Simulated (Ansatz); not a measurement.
Ansatz (an electronic-structure program) input (B3LYP/6-31G*):

Ansatz 0.2 input:
```yaml
crystal:
  periodic: [false, false, false]
  atoms:
    - {symbol: N, position_ang: [0.46077237, 1.46467724, -1.12970721]}
    - {symbol: Si, position_ang: [0.09216054, -0.07176504, -0.35774271]}
    - {symbol: N, position_ang: [1.39149692, -1.17414562, -0.19461143]}
    - {symbol: N, position_ang: [-1.12457784, -0.86593522, -1.26053723]}
    - {symbol: Cl, position_ang: [-0.39502670, 0.45530366, 1.61968080]}
    - {symbol: H, position_ang: [-0.35840008, 2.07336231, -1.25857161]}
    - {symbol: H, position_ang: [2.01899579, -1.07576049, 0.59381279]}
    - {symbol: H, position_ang: [1.89490758, -1.45015381, -1.03030832]}
    - {symbol: H, position_ang: [-1.27103845, -1.86064360, -1.13790349]}
    - {symbol: H, position_ang: [-1.95309893, -0.39443062, -1.59921399]}
basis:
  gaussian:
    orbitals: 6-31G*
hamiltonian:
  xc: {name: B3LYP}
magnetization: {spin_polarized: true, initial_magnetization: 1}
phonons: {temperatures: {t_min: 298.15, t_max: 298.15, t_step: 100}}
```

Output:

```
Functional definition: B3LYP
integrals: 0.04 GiB planned
1016 factors; integrals over basis functions are off by at most 3.9e-4 eV
mean field: 0.65 GiB planned
mean field evaluation 1: about -24934.5570 eV, gradient 6.5e1 eV
mean field evaluation 2: about -24898.5238 eV, gradient 1.0e2 eV
mean field evaluation 4: about -24952.3728 eV, gradient 1.4e1 eV
mean field evaluation 8: about -24953.2763 eV, gradient 4.9e-1 eV
mean field evaluation 16: about -24953.2784 eV, gradient 2.9e-3 eV
mean field -24953.27842517 eV, -917.0160681855 hartree, gradient 3.0e-5 eV, S^2 0.753163; 2 other end points of the search recorded, 0 dependent functions left out
the calculation of the forces begins
reference -24953.27866043 eV, -917.0160768312 hartree; 29, 28 occupied and 64, 65 virtual orbitals, 1016 factors
these checks for a lower state are left out or cut short: stability, starts, cluster_reference, orbital_swaps, neighbouring_geometries, increment
integrals: 0.04 GiB planned
1016 factors; integrals over basis functions are off by at most 3.9e-4 eV
mean field: 0.65 GiB planned
mean field evaluation 32: about -24953.2783 eV, gradient 1.8e-6 eV
mean field -24953.27832979 eV, -917.0160646803 hartree, gradient 1.8e-6 eV, S^2 0.753167; 0 other end points of the search recorded, 0 dependent functions left out
the calculation of the forces begins
reference -24953.27856506 eV, -917.0160733262 hartree; 29, 28 occupied and 64, 65 virtual orbitals, 1016 factors
these checks for a lower state are left out or cut short: stability, starts, cluster_reference, orbital_swaps, neighbouring_geometries, increment
integrals: 0.04 GiB planned
1016 factors; integrals over basis functions are off by at most 3.9e-4 eV
mean field: 0.65 GiB planned
mean field -24953.27834306 eV, -917.0160651679 hartree, gradient 2.7e-6 eV, S^2 0.753160; 0 other end points of the search recorded, 0 dependent functions left out
the calculation of the forces begins
reference -24953.27857831 eV, -917.0160738133 hartree; 29, 28 occupied and 64, 65 virtual orbitals, 1016 factors
these checks for a lower state are left out or cut short: stability, starts, cluster_reference, orbital_swaps, neighbouring_geometries, increment
integrals: 0.04 GiB planned
1016 factors; integrals over basis functions are off by at most 3.9e-4 eV
mean field: 0.65 GiB planned
mean field -24953.27832949 eV, -917.0160646692 hartree, gradient 1.6e-6 eV, S^2 0.753161; 0 other end points of the search recorded, 0 dependent functions left out
the calculation of the forces begins
reference -24953.27856480 eV, -917.0160733166 hartree; 29, 28 occupied and 64, 65 virtual orbitals, 1016 factors
these checks for a lower state are left out or cut short: stability, starts, cluster_reference, orbital_swaps, neighbouring_geometries, increment
integrals: 0.04 GiB planned
1016 factors; integrals over basis functions are off by at most 3.9e-4 eV
mean field: 0.65 GiB planned
mean field -24953.27831780 eV, -917.0160642395 hartree, gradient 1.3e-6 eV, S^2 0.753166; 0 other end points of the search recorded, 0 dependent functions left out
the calculation of the forces begins
reference -24953.27855301 eV, -917.0160728834 hartree; 29, 28 occupied and 64, 65 virtual orbitals, 1016 factors
these checks for a lower state are left out or cut short: stability, starts, cluster_reference, orbital_swaps, neighbouring_geometries, increment
integrals: 0.04 GiB planned
1016 factors; integrals over basis functions are off by at most 3.9e-4 eV
mean field: 0.65 GiB planned
mean field -24953.27840596 eV, -917.0160674796 hartree, gradient 2.7e-6 eV, S^2 0.753164; 0 other end points of the search recorded, 0 dependent functions left out
the calculation of the forces begins
reference -24953.27864120 eV, -917.0160761245 hartree; 29, 28 occupied and 64, 65 virtual orbitals, 1016 factors
these checks for a lower state are left out or cut short: stability, starts, cluster_reference, orbital_swaps, neighbouring_geometries, increment
integrals: 0.04 GiB planned
1016 factors; integrals over basis functions are off by at most 3.9e-4 eV
mean field: 0.65 GiB planned
mean field -24953.27840953 eV, -917.0160676107 hartree, gradient 3.0e-6 eV, S^2 0.753163; 0 other end points of the search recorded, 0 dependent functions left out
the calculation of the forces begins
reference -24953.27864481 eV, -917.0160762571 hartree; 29, 28 occupied and 64, 65 virtual orbitals, 1016 factors
these checks for a lower state are left out or cut short: stability, starts, cluster_reference, orbital_swaps, neighbouring_geometries, increment
integrals: 0.04 GiB planned
1016 factors; integrals over basis functions are off by at most 3.9e-4 eV
mean field: 0.65 GiB planned
mean field evaluation 64: about -24953.2782 eV, gradient 9.7e-2 eV
[...]
these checks for a lower state are left out or cut short: stability, starts, cluster_reference, orbital_swaps, neighbouring_geometries, increment
integrals: 0.04 GiB planned
1016 factors; integrals over basis functions are off by at most 3.9e-4 eV
mean field: 0.65 GiB planned
mean field evaluation 320: about -24953.2784 eV, gradient 1.6e-6 eV
mean field -24953.27841260 eV, -917.0160677233 hartree, gradient 1.6e-6 eV, S^2 0.753164; 0 other end points of the search recorded, 0 dependent functions left out
the calculation of the forces begins
reference -24953.27864785 eV, -917.0160763687 hartree; 29, 28 occupied and 64, 65 virtual orbitals, 1016 factors
these checks for a lower state are left out or cut short: stability, starts, cluster_reference, orbital_swaps, neighbouring_geometries, increment
integrals: 0.04 GiB planned
1016 factors; integrals over basis functions are off by at most 3.9e-4 eV
mean field: 0.65 GiB planned
mean field -24953.27840606 eV, -917.0160674831 hartree, gradient 1.1e-6 eV, S^2 0.753163; 0 other end points of the search recorded, 0 dependent functions left out
the calculation of the forces begins
reference -24953.27864133 eV, -917.0160761289 hartree; 29, 28 occupied and 64, 65 virtual orbitals, 1016 factors
these checks for a lower state are left out or cut short: stability, starts, cluster_reference, orbital_swaps, neighbouring_geometries, increment
integrals: 0.04 GiB planned
1016 factors; integrals over basis functions are off by at most 3.9e-4 eV
mean field: 0.65 GiB planned
mean field -24953.27828829 eV, -917.0160631551 hartree, gradient 1.9e-6 eV, S^2 0.753162; 0 other end points of the search recorded, 0 dependent functions left out
the calculation of the forces begins
reference -24953.27852355 eV, -917.0160718007 hartree; 29, 28 occupied and 64, 65 virtual orbitals, 1016 factors
these checks for a lower state are left out or cut short: stability, starts, cluster_reference, orbital_swaps, neighbouring_geometries, increment
integrals: 0.04 GiB planned
1016 factors; integrals over basis functions are off by at most 3.9e-4 eV
mean field: 0.65 GiB planned
mean field -24953.27828709 eV, -917.0160631109 hartree, gradient 2.2e-6 eV, S^2 0.753165; 0 other end points of the search recorded, 0 dependent functions left out
the calculation of the forces begins
reference -24953.27852235 eV, -917.0160717567 hartree; 29, 28 occupied and 64, 65 virtual orbitals, 1016 factors
these checks for a lower state are left out or cut short: stability, starts, cluster_reference, orbital_swaps, neighbouring_geometries, increment
integrals: 0.04 GiB planned
1016 factors; integrals over basis functions are off by at most 3.9e-4 eV
mean field: 0.65 GiB planned
mean field -24953.27841903 eV, -917.0160679599 hartree, gradient 2.5e-6 eV, S^2 0.753162; 0 other end points of the search recorded, 0 dependent functions left out
the calculation of the forces begins
reference -24953.27865428 eV, -917.0160766052 hartree; 29, 28 occupied and 64, 65 virtual orbitals, 1016 factors
these checks for a lower state are left out or cut short: stability, starts, cluster_reference, orbital_swaps, neighbouring_geometries, increment
integrals: 0.04 GiB planned
1016 factors; integrals over basis functions are off by at most 3.9e-4 eV
mean field: 0.65 GiB planned
mean field -24953.27841772 eV, -917.0160679114 hartree, gradient 2.6e-6 eV, S^2 0.753165; 0 other end points of the search recorded, 0 dependent functions left out
the calculation of the forces begins
reference -24953.27865298 eV, -917.0160765574 hartree; 29, 28 occupied and 64, 65 virtual orbitals, 1016 factors
these checks for a lower state are left out or cut short: stability, starts, cluster_reference, orbital_swaps, neighbouring_geometries, increment
integrals: 0.04 GiB planned
1016 factors; integrals over basis functions are off by at most 3.9e-4 eV
mean field: 0.65 GiB planned
mean field evaluation 352: about -24953.2783 eV, gradient 7.0e-2 eV
mean field -24953.27832922 eV, -917.0160646592 hartree, gradient 2.1e-6 eV, S^2 0.753163; 0 other end points of the search recorded, 0 dependent functions left out
the calculation of the forces begins
reference -24953.27856448 eV, -917.0160733051 hartree; 29, 28 occupied and 64, 65 virtual orbitals, 1016 factors
these checks for a lower state are left out or cut short: stability, starts, cluster_reference, orbital_swaps, neighbouring_geometries, increment
integrals: 0.04 GiB planned
1016 factors; integrals over basis functions are off by at most 3.9e-4 eV
mean field: 0.65 GiB planned
mean field -24953.27832583 eV, -917.0160645346 hartree, gradient 2.0e-6 eV, S^2 0.753163; 0 other end points of the search recorded, 0 dependent functions left out
the calculation of the forces begins
reference -24953.27856108 eV, -917.0160731801 hartree; 29, 28 occupied and 64, 65 virtual orbitals, 1016 factors
these checks for a lower state are left out or cut short: stability, starts, cluster_reference, orbital_swaps, neighbouring_geometries, increment
integrals: 0.04 GiB planned
1016 factors; integrals over basis functions are off by at most 3.9e-4 eV
mean field: 0.65 GiB planned
mean field -24953.27838000 eV, -917.0160665253 hartree, gradient 1.6e-6 eV, S^2 0.753164; 0 other end points of the search recorded, 0 dependent functions left out
the calculation of the forces begins
reference -24953.27861524 eV, -917.0160751705 hartree; 29, 28 occupied and 64, 65 virtual orbitals, 1016 factors
these checks for a lower state are left out or cut short: stability, starts, cluster_reference, orbital_swaps, neighbouring_geometries, increment
integrals: 0.04 GiB planned
1016 factors; integrals over basis functions are off by at most 3.9e-4 eV
mean field: 0.65 GiB planned
mean field -24953.27838046 eV, -917.0160665425 hartree, gradient 2.0e-6 eV, S^2 0.753163; 0 other end points of the search recorded, 0 dependent functions left out
the calculation of the forces begins
reference -24953.27861574 eV, -917.0160751886 hartree; 29, 28 occupied and 64, 65 virtual orbitals, 1016 factors
these checks for a lower state are left out or cut short: stability, starts, cluster_reference, orbital_swaps, neighbouring_geometries, increment
integrals: 0.04 GiB planned
1016 factors; integrals over basis functions are off by at most 3.9e-4 eV
mean field: 0.65 GiB planned
mean field -24953.27840583 eV, -917.0160674748 hartree, gradient 2.5e-6 eV, S^2 0.753163; 0 other end points of the search recorded, 0 dependent functions left out
the calculation of the forces begins
reference -24953.27864109 eV, -917.0160761202 hartree; 29, 28 occupied and 64, 65 virtual orbitals, 1016 factors
these checks for a lower state are left out or cut short: stability, starts, cluster_reference, orbital_swaps, neighbouring_geometries, increment
integrals: 0.04 GiB planned
1016 factors; integrals over basis functions are off by at most 3.9e-4 eV
mean field: 0.65 GiB planned
mean field evaluation 384: about -24953.2784 eV, gradient 2.2e-5 eV
mean field -24953.27840704 eV, -917.0160675190 hartree, gradient 1.9e-6 eV, S^2 0.753163; 0 other end points of the search recorded, 0 dependent functions left out
the calculation of the forces begins
reference -24953.27864230 eV, -917.0160761648 hartree; 29, 28 occupied and 64, 65 virtual orbitals, 1016 factors
Total energy: -24953.27866043 eV, -917.0160768312 hartree
Atom 0 at     0.460772     1.464677    -1.129707 Å, force    -0.002662     0.002370    -0.000798 eV/Å
Atom 1 at     0.092161    -0.071765    -0.357743 Å, force    -0.002445    -0.001676     0.002161 eV/Å
Atom 2 at     1.391497    -1.174146    -0.194611 Å, force     0.002219    -0.001526    -0.002187 eV/Å
Atom 3 at    -1.124578    -0.865935    -1.260537 Å, force    -0.001326     0.000563    -0.001102 eV/Å
Atom 4 at    -0.395027     0.455304     1.619681 Å, force     0.000091     0.001531     0.000372 eV/Å
Atom 5 at    -0.358400     2.073362    -1.258572 Å, force     0.002735    -0.002160     0.000747 eV/Å
Atom 6 at     2.018996    -1.075760     0.593813 Å, force    -0.000299     0.000386     0.000140 eV/Å
Atom 7 at     1.894908    -1.450154    -1.030308 Å, force    -0.000432     0.000062     0.000656 eV/Å
Atom 8 at    -1.271038    -1.860644    -1.137903 Å, force     0.001301     0.000536     0.000278 eV/Å
Atom 9 at    -1.953099    -0.394431    -1.599214 Å, force     0.000816    -0.000088    -0.000268 eV/Å
Dipole moment:    -0.196372    -0.279062    -0.389724 e Å
Vibrations: 102.19 180.87 216.37 240.70 267.09 280.27 304.11 380.52 401.75 468.41 494.77 728.88 785.07 826.82 866.03 922.01 970.20 1611.10 1621.73 3424.02 3563.31 3573.97 3658.46 3672.59 cm⁻¹, zero-point energy 1.832563 eV
```

The blocks after the first are displaced geometries, from whose forces the wavenumbers follow.
